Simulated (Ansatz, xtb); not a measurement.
**FHSb−: which of two structures lies lower**

We compare a, a triplet given by its coordinates, with b, `[F][SbH-]`, a singlet. Both are isolated ions in the gas phase, relaxed with B3LYP-D3(BJ)/def2-SVPD.

a (Å):

```xyz
3

F    -1.8597   -0.6778    0.0405
Sb    0.3975   -0.5612   -0.4698
H     2.1138   -1.1960   -0.1567
```

Close contacts (Å): F1–Sb2 2.32, Sb2–H3 1.86.

b (Å):

```csv
atom,x (Å),y (Å),z (Å)
F,-1.2719,-0.9056,0.1579
Sb,0.4407,-0.2156,-0.8125
H,1.4827,-1.3138,0.0686
```

Task: Which of the two would you expect CCSD(T)/def2-TZVPPD electronic energies to favour?

Result: Structure b; the calculation gives E(b) − E(a) = −23.9 kcal/mol.

Level by level:

```
                 level                geometry  E(b) − E(a) (kcal/mol)  departure from the last row (kcal/mol)  job, with rough time for the two
B3LYP-D3(BJ)/def2-SVPD  B3LYP-D3(BJ)/def2-SVPD                     −18.6                                    +5.3                optimisation, 83 s
        HF/def2-TZVPPD  B3LYP-D3(BJ)/def2-SVPD                     −16.5                                    +7.4           part of the CCSD(T) run
       MP2/def2-TZVPPD  B3LYP-D3(BJ)/def2-SVPD                     −23.1                                    +0.8           part of the CCSD(T) run
   CCSD(T)/def2-TZVPPD  B3LYP-D3(BJ)/def2-SVPD                     −23.9                                                        single point, 89 s
```

The levels shown agree on the order. The largest departure from CCSD(T)/def2-TZVPPD is that of HF/def2-TZVPPD, 7.4 kcal/mol. Levels run at GFN2-xTB geometries aren't shown.

With harmonic frequencies from B3LYP-D3(BJ)/def2-SVPD (ideal gas, rigid rotor, one conformer each, 298.15 K, 1 atm): on the last row, ΔE + ΔZPE = −22.7, ΔH = −23.0, ΔG = −22.0 kcal/mol.

Open shells are spin-unrestricted. The correlated steps freeze 5 core orbitals; the filled d shell of Sb is correlated, in a basis made for valence electrons. Atoms past krypton carry core potentials in the def2 sets and no spin–orbit term is included. ΔG holds the spin degeneracy. Codes used: Ansatz 0.2.0; the last row on 1 thread of Intel(R) Xeon(R) Processor @ 2.50GHz (Skylake/Cascade Lake) on a shared host.
